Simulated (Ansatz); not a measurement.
MgP, multiplicity 4 (lowest of 2S+1 = 2, 4 at CCSD(T)/def2-TZVPP on PBE0 minima; our sources give no spin for the ground state, which may be another), most abundant isotopes (23.9850 and 30.9738 u). Constants from fifth-degree fits in 1/R to seven points on the lowest solution found; no spin–orbit coupling, no relativity up to Kr; ω_e x_e and α_e move by some per cent with the fit.

Correlated levels freeze the inner cores; with def2 sets outer-core shells near the valence are correlated too.

The values were computed with Ansatz (an electronic-structure program) with Gaussian orbitals. 

Total energies (hartree; each atom in its lowest state at that level) and vibrational constants (cm⁻¹):

```csv
level,E(MgP) at r_e,E(Mg),E(P),ω_e,ω_e x_e
PBE/def2-TZVPP,-541.079216,-199.942973,-341.102992,296,2.5
B3LYP/def2-TZVPP,-541.398734,-200.091523,-341.280585,292,2.9
wB97M-V/def2-TZVPP,-541.322741,-200.059534,-341.241421,304,3.4
CCSD(T)/def2-QZVPP,-540.705391,-199.855391,-340.829047,302,3.0
```

Question: Work out D_e and D₀ in eV.

Answer: 
D_e = E(Mg) + E(P) − E(molecule), times 27.2114 eV; D₀ = D_e − (ω_e/2 − ω_e x_e/4)/8065.54.
- PBE/def2-TZVPP: D_e = 0.905, zero point 0.018, D₀ = 0.887 eV
- B3LYP/def2-TZVPP: D_e = 0.725, zero point 0.018, D₀ = 0.707 eV
- wB97M-V/def2-TZVPP: D_e = 0.593, zero point 0.019, D₀ = 0.574 eV
- CCSD(T)/def2-QZVPP: D_e = 0.570, zero point 0.019, D₀ = 0.552 eV
No counterpoise correction is made.
